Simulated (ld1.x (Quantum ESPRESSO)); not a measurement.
Which change was made? (Zn, TM)

Zn, norm-conserving Troullier–Martins (Kleinman–Bylander form), made with ld1.x (Quantum ESPRESSO) 7.5 (PBE, scalar-relativistic). Core [Ar] 3d10, reference 4s1.5 4p0.5. Waves: 4s (bound): rc 2.10 bohr; 4d channel at 0.25 Ry: rc 3.15 bohr; 4p (bound): rc 2.95 bohr. Local part: the p channel. Core correction: Bessel-smoothed model core inside 1.85 bohr.

Cutoffs, loose and tight: the cutoffs (Ry, on a coarse ladder) from which the occupation-weighted sum of valence levels, in a spherical-Bessel basis at the reference potential, stays within 10 and 1 mRy of its value at 400 Ry. They do not see the model core or the augmentation charge, which bear on the density cutoff. Test errors are all-electron minus pseudo excitation energies from the reference, over the configurations 4s2 4p0; 4s1 4p0; 4s1.5 4p0; 4s0 4p2; 4s1 4p1; 4s0 4p1; variants that change the core or the reference have their own tests.

The base gives: outcome: generated; cutoff, loose: 10 Ry; cutoff, tight: 30 Ry; bound ghosts: s; largest test error (meV): -153.

(1) After one change the result is: outcome: generated; cutoff, loose: 160 Ry; cutoff, tight: 300 Ry; bound ghosts: s, p; largest test error (meV): -144. Which change was it?
A. wave 4d channel at 0.25 Ry: rc 3.15 bohr becomes 4d channel at 4.4 Ry: rc 3.15 bohr
B. all radii but the core radius scaled by about 1.30 (s 2.72, p 3.82, d 4.08 bohr)
C. core [Ar], valence charge 12; reference 3d10 4s1.75 4p0.25; waves now 4s (bound): rc 2.25 bohr; 4p (bound): rc 2.95 bohr; 4f channel at 0.35 Ry: rc 2.35 bohr; 3d (bound): rc 1.30 bohr; local potential the d channel; core correction Bessel-smoothed model core inside 1.10 bohr
D. wave 4s (bound): rc 2.10 bohr becomes 4s (bound): rc 2.24 bohr

## Answers

(1) C. The others give: wave 4d channel at 0.25 Ry: rc 3.15 bohr becomes 4d channel at 4.4 Ry: rc 3.15 bohr → outcome: generated; cutoff, loose: 10 Ry; cutoff, tight: 30 Ry; bound ghosts: s, d; largest test error (meV): -153 | wave 4s (bound): rc 2.10 bohr becomes 4s (bound): rc 2.24 bohr → outcome: generated; cutoff, loose: 10 Ry; cutoff, tight: 25 Ry; bound ghosts: none; largest test error (meV): -157 | all radii but the core radius scaled by about 1.30 (s 2.72, p 3.82, d 4.08 bohr) → outcome: generated; cutoff, loose: 8 Ry; cutoff, tight: 18 Ry; bound ghosts: none; largest test error (meV): -182.
